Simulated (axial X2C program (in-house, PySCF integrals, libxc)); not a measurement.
# Potential curves of MoB⁺, without spin–orbit coupling

Computed with an in-house relativistic program for diatomic molecules. Spin-free means the one-electron spin-free X2C Hamiltonian. Basis: Mo dyall-cv3z [11s12p9d5f3g], B dyall-v3z [7s6p2d1f] (cores contracted in-house); Gaussian nuclei, density fitting, unrestricted open shells. Masses: Mo 97.905 u, B 11.009 u.

State: M_S = 3, Λ = 0 (beyond evenly filled blocks: 2 × σα, π+α, π-α, δ+α, δ-α). Energies in kJ/mol from the fragments at the same level (Mo+ + B). Fits are polynomials in 1 − R0/R over 0.85 to 1.23 times the lowest point R0.

| R (Å) | CCSD |
| --- | --- |
| 2.0602 | -144.28 |
| 2.1282 | -154.22 |
| 2.1961 | -159.12 |
| 2.2640 | -160.38 |
| 2.3432 | -158.64 |
| 2.4225 | -154.65 |

Correlated methods: 8 electrons correlated (number of frozen shells: Mo 4 s, 3 p, 1 d; B 1 s), 272 virtual spin orbitals or spinors in MP2, 89 natural virtuals in coupled cluster.

Occupations by symmetry block were frozen at the best pattern of an incomplete PBE0 search. Dissociation energies refer to the lowest single-determinant-based atoms at the same level and basis. CCSD ran in a truncated set of natural virtual spinors with an MP2 remainder; without triples it tends to underbind. PBE0 can misorder states that lie within some tenths of an eV, so this need not be the ground state of the molecule. The nearest other spin-free determinant of the search, M_S = 2, Λ = 0, lies 0.17 eV up at the distance of the search. With the outer-core shells frozen, correlated bond lengths of heavy atoms tend to come out a few hundredths of an ångström too long. Coupled cluster ran on the points near the minimum only. MP2 and coupled cluster on one determinant become unreliable at the stretched end.

Q: Fit the CCSD curve near its minimum: give the equilibrium distance, the harmonic wavenumber and the well depth.

A: At CCSD, spin-free: Re = 2.259 Å, ωe ≈ 403 cm⁻¹, De = 1.66 eV to Mo+ + B; Be follows as 0.334 cm⁻¹.
